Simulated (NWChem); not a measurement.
## Atomisation of H$_{2}$Zn

```xyz
3

Zn     0.0000     0.0000     0.0000
H      0.0000     0.0000     1.5501
H      0.0000     0.0000    -1.5501
```
Charge 0, spin multiplicity 1.

Program: NWChem. All single points use one geometry, from PBE0/def2-SVP, a minimum by its harmonic frequencies.

Basis set: def2-TZVP. The atomisation energy is electronic alone: no zero-point, thermal, spin-orbit or counterpoise terms. No value is extrapolated to the basis-set limit. Free atoms are single determinants with multiplicities Zn 1, H 2. Correlated methods freeze the same cores in atoms and molecule, 9 orbitals in all.

The correlated methods keep 9 core orbitals frozen. B3LYP has NWChem's definition, with VWN1-RPA local correlation. The structure started from a generated list of species. No SCF solution was tested for a lower state. No row is a measurement; the coupled-cluster row has its own basis-set and correlation limits.

| method | atomisation energy (kcal/mol) |
|---|---|
| CCSD(T) | 98.4 |
| B3LYP | 102.0 |
| CAM-B3LYP | [?] |
| PBE | [?] |
| MP2 | 97.0 |
| BHandHLYP | 102.4 |
| HF | 76.9 |
| PBE0 | 101.5 |
| LDA (SVWN5) | [?] |
| BP86 | [?] |

Q: Some entries are withheld; supply them.

A: 
- CAM-B3LYP, atomisation energy (kcal/mol): 105.9
- PBE, atomisation energy (kcal/mol): 100.0
- LDA (SVWN5), atomisation energy (kcal/mol): 116.3
- BP86, atomisation energy (kcal/mol): 105.7
